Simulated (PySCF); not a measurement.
# Electrostatic potential from atomic charges

Species: `C([C@H](F)[Si@H](F)[SiH](C)C)=O`. Coordinates (GFN2-xTB, Å) and charges (e) from the PBE0/pcSseg-1 density (PySCF):

```tsv
atom	x	y	z	Mulliken	IAO	Hirshfeld	ESP-fitted
C1	-1.350	1.575	-0.350	-0.6232	-0.7084	-0.2111	-0.6843
Si2	-1.094	-0.298	-0.591	+0.3886	+0.6254	+0.2997	+0.6503
C3	-2.579	-1.236	0.144	-0.6123	-0.7057	-0.2099	-0.6624
Si4	0.835	-0.936	0.538	+0.8219	+0.9161	+0.3535	+0.3947
F5	1.052	-2.537	0.386	-0.4259	-0.5425	-0.2115	-0.3040
C6	2.389	-0.227	-0.410	-0.1238	-0.1453	-0.0343	-0.0744
F7	2.154	-0.271	-1.775	-0.3327	-0.3229	-0.1099	-0.2546
C8	2.650	1.157	0.019	+0.1982	+0.2429	+0.1145	+0.4278
O9	2.965	1.481	1.135	-0.3560	-0.3973	-0.2261	-0.4692
H10	-2.274	1.907	-0.813	+0.1505	+0.1620	+0.0478	+0.1857
H11	-0.541	2.149	-0.792	+0.1467	+0.1562	+0.0409	+0.1491
H12	-1.400	1.840	0.703	+0.1457	+0.1563	+0.0433	+0.1584
H13	-1.019	-0.589	-2.037	-0.0135	-0.0953	-0.0691	-0.1348
H14	-3.497	-0.997	-0.385	+0.1465	+0.1598	+0.0464	+0.1693
H15	-2.438	-2.311	0.084	+0.1505	+0.1620	+0.0459	+0.1573
H16	-2.731	-0.984	1.190	+0.1417	+0.1548	+0.0428	+0.1601
H17	1.153	-0.742	1.947	-0.0666	-0.1086	-0.0665	-0.0582
H18	3.243	-0.878	-0.210	+0.1741	+0.1831	+0.0632	+0.1682
H19	2.473	1.906	-0.777	+0.0896	+0.1075	+0.0404	+0.0210
```

Points outside the species (Å): A (-2.5, -1.4, 5.7); B (0.8, 3.8, -3.6); C (-6.5, -0.3, 2.8); D (-8.5, -0.9, -0.3).

Q: Find the potential V = 14.3996 V·Å × Σ q/r of each set of charges at these points.

A: In volts:

| point | nearest atom | distance (Å) | Mulliken | IAO | Hirshfeld | ESP-fitted |
| --- | --- | --- | --- | --- | --- | --- |
| A | H16 | 4.54 | +0.189 | +0.179 | +0.071 | +0.105 |
| B | H11 | 3.52 | +0.069 | +0.174 | +0.096 | +0.135 |
| C | H16 | 4.16 | +0.121 | +0.133 | +0.096 | +0.148 |
| D | H14 | 5.00 | +0.078 | +0.088 | +0.074 | +0.113 |

Q: How far are the other sets from the ESP-fitted one at these points?

A: Root-mean-square difference: Hirshfeld 0.041 V, IAO 0.044 V, Mulliken 0.057 V. The ESP scheme is a least-squares fit of atom-centred charges to the potential on four shells outside the van der Waals surface, with the total charge fixed.

Q: What energy would a point charge of -2 e have at C in the field of the ESP charges, leaving out polarisation?

A: -0.296 eV = -28.5 kJ/mol, an attraction.

The structure is a single GFN2-xTB conformer in the gas phase; no vibrational or solvent corrections.

The run behind these numbers computed NMR shieldings as well. Hardware: one thread of an Arm Neoverse N1, shared host with 64 logical CPUs at a one-minute load of 61. Cost: 81 s wall, 1.0 GiB resident at most.

The values belong to the conformer `[CH3:1][SiH:2]([CH3:3])[Si@@H:4]([F:5])[C@@H:6]([F:7])[CH:8]=[O:9]`: C1–Si2–Si4–F5 178°, Si2–Si4–C6–F7 -36°, Si4–C6–C8–O9 64°.
